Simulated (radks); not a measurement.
The numbers below are computed, except where a source is named.
Removal energies from the promethium ion Pm12+, [Kr] 4d10 4f(5/2: 1, 7/2: 0) 5s2, by Delta-SCF beside the eigenvalue of the level emptied. Level of theory: Dirac Kohn-Sham, BLYP, spin-unpolarised, spherical densities, finite nucleus; Fermi nuclear charge, rms radius of each element as measured or else 0.836 A^(1/3) + 0.57 fm (a radial shooting solver on a logarithmic mesh with Libxc functionals). Sub-shells are occupied by j as written (lower j first in brackets).

removed from,final configuration,Delta-SCF (eV),-eigenvalue (eV)
4f5/2,[Kr] 4d10 5s2,225.53,210.61
5s1/2,"[Kr] 4d10 4f(5/2: 1, 7/2: 0) 5s1",230.42,221.09
4d5/2,"[Kr] 4d(3/2: 4, 5/2: 5) 4f(5/2: 1, 7/2: 0) 5s2",352.01,336.21
4d3/2,"[Kr] 4d(3/2: 3, 5/2: 6) 4f(5/2: 1, 7/2: 0) 5s2",356.98,341.03
